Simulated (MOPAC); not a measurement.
Job for MOPAC: PM7 on GaCl, 2S+1 = 1, a point of a bond scan (R = 2.061 Å).

```
PM7 1SCF PRECISE CHARGE=0 THREADS=1
ClGa

Cl     0.00000000 1     0.00000000 1     0.00000000 1
Ga     0.00000000 1     0.00000000 1     2.06075400 1
```

It printed:

```
*******************************************************************************
 **                                                                           **
 **                              MOPAC v23.2.5                                **
 **                                                                           **
 *******************************************************************************
 ** MOPAC's Digital Object Identifier: https://doi.org/10.5281/zenodo.6511958 **
 **                                                                           **
 ** Please cite the open-source release paper for use of this MOPAC version:  **
 ** J. E. Moussa and J. J. P. Stewart (2026)                                  **
 ** MOPAC: An open-source semiempirical molecular orbital program             **
 ** J. Open Source Softw., 11(119), 8025, https://doi.org/10.21105/joss.08025 **
 *******************************************************************************

                              PM7 CALCULATION RESULTS

 *******************************************************************************
 *  PM7        - The PM7 Hamiltonian to be used
 *
 *
 *
 *                 CHARGE ON SYSTEM = 0
 *
 *
 *
 *  PRECISE    - TIGHTER CRITERIA TO BE USED
 *  1SCF       - DO 1 SCF AND THEN STOP
 *  THREADS=1  - MULTI-THREADING NOT USED
 *  T=         - A TIME OF 172800.0 SECONDS REQUESTED
 *  DUMP=N     - RESTART FILE WRITTEN EVERY 7200.0 SECONDS REQUESTED
 *******************************************************************************
PM7 1SCF PRECISE CHARGE=0 THREADS=1
 ClGa

   ATOM   CHEMICAL          X               Y               Z
  NUMBER   SYMBOL      (ANGSTROMS)     (ANGSTROMS)     (ANGSTROMS)

     1      Cl          0.00000000  *   0.00000000  *   0.00000000  *
     2      Ga          0.00000000  *   0.00000000  *   2.06075400  *



          CARTESIAN COORDINATES

    NO.       ATOM           X           Y           Z

     1        Cl          0.0000      0.0000      0.0000
     2        Ga          0.0000      0.0000      2.0608

 General Reference for PM7:
 "Optimization of Parameters for Semiempirical Methods VI: More Modifications to the
 NDDO Approximations and Re-optimization of Parameters", J. J. P. Stewart, J. Mol. Mod., 1:32, 19 (2013)
 https://link.springer.com/article/10.1007/s00894-012-1667-x

           Empirical Formula: Cl Ga  =     2 atoms



      MOLECULAR POINT GROUP   :   C*v


      RHF CALCULATION, NO. OF DOUBLY OCCUPIED LEVELS = 5


 -------------------------------------------------------------------------------
 PM7 1SCF PRECISE CHARGE=0 THREADS=1
 ClGa



     1SCF WAS SPECIFIED, SO BFGS WAS NOT USED
     SCF FIELD WAS ACHIEVED


                              PM7 CALCULATION
                                                       MOPAC v23.2.5 Linux




          FINAL HEAT OF FORMATION =        -10.41117 KCAL/MOL =     -43.56034 KJ/MOL


          COSMO AREA              =         83.56 SQUARE ANGSTROMS
          COSMO VOLUME            =         67.52 CUBIC ANGSTROMS

          IONIZATION POTENTIAL    =          9.977322 EV
          HOMO LUMO ENERGIES (EV) =         -9.977  0.951
          NO. OF FILLED LEVELS    =          5
          MOLECULAR WEIGHT        =        105.1880         POINT GROUP:  C*v

          MOLECULAR DIMENSIONS (Angstroms)

            Atom       Atom       Distance
           Ga     2   Cl     1     2.06075
           Ga     2   Cl     1     0.00000
           Cl     1   Ga     2     0.00000


          SCF CALCULATIONS        =          1





   ATOM   CHEMICAL          X               Y               Z
  NUMBER   SYMBOL      (ANGSTROMS)     (ANGSTROMS)     (ANGSTROMS)

     1      Cl          0.00000000  *   0.00000000  *   0.00000000  *
     2      Ga          0.00000000  *   0.00000000  *   2.06075400  *

                             CARTESIAN COORDINATES

   1   Cl        0.000000000     0.000000000     0.000000000
   2   Ga        0.000000000     0.000000000     2.060754000


           Empirical Formula: Cl Ga  =     2 atoms



      MOLECULAR POINT GROUP   :   C*v


                  EIGENVALUES
 -26.16367 -16.33748 -11.42847 -11.42847  -9.97732   0.95053   0.95053   1.43748
  72.43779  72.69055  72.69055  73.67242  73.67242


              NET ATOMIC CHARGES AND DIPOLE CONTRIBUTIONS

  ATOM NO.   TYPE          CHARGE      No. of ELECS.   s-Pop       p-Pop       d-Pop
    1         Cl          -0.544500        7.5445     1.99399     5.54767     0.00284
    2         Ga           0.544500        2.4555     1.90774     0.54776
 DIPOLE           X         Y         Z       TOTAL
 POINT-CHG.     0.000     0.000     5.390     5.390
 HYBRID         0.000     0.000    -2.519     2.519
 SUM            0.000     0.000     2.871     2.871


          ATOMIC ORBITAL ELECTRON POPULATIONS

     Atom    s        px        py        pz      x^2-y^2     xz        z^2       yz        xy
    1 Cl   1.99399   1.96278   1.96278   1.62211   0.00000   0.00007   0.00269   0.00007   0.00000
    2 Ga   1.90774   0.03714   0.03714   0.47347

 **********************
 *                    *
 * JOB ENDED NORMALLY *
 *                    *
 **********************




 == MOPAC DONE ==
```

The run finished.

Cost: roughly 0.03 core-seconds.
